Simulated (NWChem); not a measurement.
O=[Se] (SeO, triplet), optimised at PBE0/def2-SVP with NWChem:

```
Property                                                     Value
-----------------------------------------------------------  -----
highest occupied level (eV)                                  -7.33
lowest empty minus highest occupied level, either spin (eV)   4.07
dipole (D)                                                    2.15
```

Spin-unrestricted. This build's default masses of Se (78.918 u) and Br (79.917 u) are each other's, which moves their modes by up to 0.6 %. def2 effective core potentials on Te; no spin-orbit coupling.

Q: One Se atom is replaced by Te, giving O=[Te] (TeO, triplet), optimised at the same level. How do these values move?

A: 
| quantity | new value | change |
|---|---|---|
| highest occupied level (eV) | -7.00 | +0.33 |
| lowest empty minus highest occupied level, either spin (eV) | 3.60 | -0.47 |
| dipole (D) | 2.93 | +0.78 |
